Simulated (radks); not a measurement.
Question: All-electron atom: the erbium ion Er25+ in [Kr] 4d7. Calculated with a radial shooting solver on a logarithmic mesh with Libxc functionals: Dirac Kohn-Sham, PBE, spin-unpolarised, spherical densities, point nucleus; open shells are shared between the two j in proportion to 2j + 1. Some entries of the table are withheld. Estimate them.

orbital  occ.  eigenvalue (eV)  <r^2> (bohr^2)  r(max) (bohr)
1s1/2       2        -58115.95       0.0005678        0.01285
2s1/2       2        -10433.63        0.008776        0.07341
2p1/2       2              (1)        0.006332        0.05513
2p3/2       4              (2)        0.007551        0.06135
3s1/2       2              (3)         0.05744         0.2071
3p1/2       2        -2762.275         0.05312         0.1947
3p3/2       4        -2567.926         0.05975         0.2076
3d3/2       4              (4)         0.04696         0.1639
3d5/2       6              (5)         0.04878         0.1675
4s1/2       2              (6)          0.2558         0.4594
4p1/2       2        -1078.413          0.2595         0.4586
4p3/2       4        -1025.641          0.2843         0.4816
4d3/2     2.8        -889.3478          0.2875            (7)
4d5/2     4.2        -878.5080          0.2950            (8)
5s1/2       0        -604.5123          0.8458         0.8770
5p1/2       0        -568.5718             (9)         0.8960
5p3/2       0        -549.2450            (10)         0.9304

Answer: 
(1) 2p1/2 eigenvalue (eV): -9974.624
(2) 2p3/2 eigenvalue (eV): -9058.109
(3) 3s1/2 eigenvalue (eV): -2962.254
(4) 3d3/2 eigenvalue (eV): -2227.798
(5) 3d5/2 eigenvalue (eV): -2185.324
(6) 4s1/2 eigenvalue (eV): -1160.872
(7) 4d3/2 r(max) (bohr): 0.4726
(8) 4d5/2 r(max) (bohr): 0.4793
(9) 5p1/2 <r^2> (bohr^2): 0.8856
(10) 5p3/2 <r^2> (bohr^2): 0.9480
